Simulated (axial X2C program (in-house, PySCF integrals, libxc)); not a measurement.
**RuC⁻ along the bond: B97-3, with spin–orbit coupling**

Computed with an in-house relativistic program for diatomic molecules. Two-component (2c) means X2C with spin–orbit coupling and atomic mean-field two-electron Coulomb and Gaunt terms. Basis: Ru dyall-acv3z [13s13p9d5f3g], C dyall-av3z [8s7p3d2f] (cores contracted in-house); Gaussian nuclei, density fitting, unrestricted open shells. Masses: Ru 101.904 u, C 12.000 u.

State: Ω = 5/2 (⟨Sz⟩ = 0.50, ⟨Lz⟩ = 2.00 at B97-3). Dipoles are positive if C is the positive end and refer to the centre of mass.

Results along the bond:

```
R (Å)   μ (D)  HOMO (eV)  LUMO (eV)
1.411   2.772       0.57       1.88
1.476   2.109       0.53       1.88
1.525   1.649       0.50       1.88
1.573   1.219       0.47       1.87
1.622   0.815       0.44       1.87
1.679   0.374       0.42       1.86
1.736  -0.041       0.40       1.85
1.808  -0.559       0.37       1.84
1.898  -1.200       0.33       1.84
2.027  -1.996       0.23       1.84
```

One determinant describes the state; a PBE0 search over occupations chose it and may have missed a lower one. Density functionals use the spin component along the axis (collinear). Without a current term, density functionals place determinants with orbital angular momentum somewhat too high. The highest occupied level of some functionals is positive through self-interaction error; at Hartree–Fock it is bound. The lowest spin-free determinant has another configuration (M_S = 1/2, Λ = 0), so the order of states is uncertain and this need not be the ground state. The LUMO of an anion is an unbound level whose energy the basis sets.
